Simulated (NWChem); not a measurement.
System: CH3BO anion, doublet; SMILES of the neutral closed-shell parent B.[O+]#[C-]

Input file for NWChem:

```
start job
memory heap 200 mb stack 900 mb global 1100 mb
charge -1
geometry units angstroms
  B      0.022916    -1.363493    -0.021908
  H     -0.361059    -1.849928    -1.090829
  H      1.132179    -1.837601     0.245062
  H     -0.793570    -1.559765     0.892714
  O     -0.229327     1.220485     0.236966
  C      0.224744     0.225469    -0.261983
end
basis spherical
  * library sto-3g
end
dft
  odft
  mult 2
  xc hfexch
  iterations 150
end
driver
  maxiter 120
end
task dft optimize
task dft freq
```

Parts of the log:

```
             Northwest Computational Chemistry Package (NWChem) 7.3.0
             --------------------------------------------------------

 CS  symmetry detected

                             Geometry "geometry" -> ""
                             -------------------------

 Output coordinates in angstroms (scale by  1.889725989 to convert to a.u.)

  No.       Tag          Charge          X              Y              Z
 ---- ---------------- ---------- -------------- -------------- --------------
    1 B                    5.0000    -0.11126589    -1.31676946     0.00000000
    2 H                    1.0000     0.36583443    -1.86021031    -1.00181283
    3 H                    1.0000     0.36583443    -1.86021031     1.00181283
    4 H                    1.0000    -1.35216921    -1.35994717     0.00000000
    5 O                    8.0000    -0.15011356     1.29207616     0.00000000
    6 C                    6.0000     0.39628971     0.22126764     0.00000000

 Effective nuclear repulsion energy (a.u.)      54.3163656530

      Symmetry information
      --------------------

 Group name             Cs
 Group number              2
 Group order               2
 No. of unique centers     5

                                Z-matrix (autoz)
                                --------

 Units are Angstrom for bonds and degrees for angles

      Type          Name      I     J     K     L     M      Value
      ----------- --------  ----- ----- ----- ----- ----- ----------
    1 Stretch                  1     2                       1.23555
    2 Stretch                  1     3                       1.23555
    3 Stretch                  1     4                       1.24165
    4 Stretch                  1     6                       1.61962
    5 Stretch                  5     6                       1.20216
    6 Bend                     1     6     5               134.70306
    7 Bend                     2     1     3               108.35303
    8 Bend                     2     1     4               111.75360
    9 Bend                     2     1     6               107.25785
   10 Bend                     3     1     4               111.75360
   11 Bend                     3     1     6               107.25785
   12 Bend                     4     1     6               110.25583
   13 Torsion                  2     1     6     5         121.89165
   14 Torsion                  3     1     6     5        -121.89165
   15 Torsion                  4     1     6     5           0.00000

  xc_inp: hfexch multiplicative factor not found.

                           NWChem Geometry Optimization
                           ----------------------------

[...]

      ----------------------
      Optimization converged
      ----------------------

  Step       Energy      Delta E   Gmax     Grms     Xrms     Xmax
  ---- ---------------- -------- -------- -------- -------- --------
@    6    -137.20251766 -4.1D-08  0.00001  0.00000  0.00009  0.00021
                                     ok       ok       ok       ok

                                Z-matrix (autoz)
                                --------

 Units are Angstrom for bonds and degrees for angles

[...]

 Rotational Constants
 --------------------
 A=   2.719970 cm-1  (  3.913342 K)
 B=   0.293005 cm-1  (  0.421559 K)
 C=   0.280869 cm-1  (  0.404099 K)

 Temperature                      =   298.15K
 frequency scaling parameter      =   1.0000

 Zero-Point correction to Energy  =   27.601 kcal/mol  (  0.043985 au)
 Thermal correction to Energy     =   30.192 kcal/mol  (  0.048114 au)
 Thermal correction to Enthalpy   =   30.784 kcal/mol  (  0.049058 au)

 Total Entropy                    =   65.197 cal/mol-K
   - Translational                =   37.118 cal/mol-K (mol. weight =  42.0277)
   - Rotational                   =   21.495 cal/mol-K (symmetry #  =        1)
   - Vibrational                  =    6.584 cal/mol-K

 Cv (constant volume heat capacity) =   10.750 cal/mol-K
   - Translational                  =    2.979 cal/mol-K
   - Rotational                     =    2.979 cal/mol-K
   - Vibrational                    =    4.791 cal/mol-K

[normal modes left out]

 ----------------------------------------------------------------------------
 Normal Eigenvalue ||           Projected Infra Red Intensities
  Mode   [cm**-1]  || [atomic units] [(debye/angs)**2] [(KM/mol)] [arbitrary]
 ------ ---------- || -------------- ----------------- ---------- -----------
    1       -0.000 ||    0.028222           0.651        27.512       6.690
    2       -0.000 ||    0.021220           0.490        20.686       5.030
    3        0.000 ||    0.007761           0.179         7.566       1.840
    4        0.000 ||    0.000308           0.007         0.300       0.073
    5        0.000 ||    0.010993           0.254        10.716       2.606
    6        0.000 ||    0.024838           0.573        24.213       5.888
    7       39.463 ||    0.001235           0.028         1.204       0.293
    8      398.090 ||    0.003497           0.081         3.409       0.829
    9      845.178 ||    0.001292           0.030         1.259       0.306
   10     1053.002 ||    0.010484           0.242        10.221       2.485
   11     1115.105 ||    0.017313           0.399        16.877       4.104
   12     1567.833 ||    0.191612           4.421       186.792      45.421
   13     1632.197 ||    0.031204           0.720        30.420       7.397
   14     1637.116 ||    0.025942           0.599        25.290       6.149
   15     1919.273 ||    0.024855           0.573        24.230       5.892
   16     2947.345 ||    0.073766           1.702        71.911      17.486
   17     3077.771 ||    0.147667           3.407       143.953      35.004
   18     3084.224 ||    0.137137           3.164       133.688      32.508
 ----------------------------------------------------------------------------
```

Level: UHF/STO-3G. Sets without diffuse functions describe the anion's extra electron poorly. The spin multiplicity was typed, not searched, and may not be the lowest. No stability test was run on the SCF state. The highest occupied level is positive, so the extra electron may be held by the finite basis.
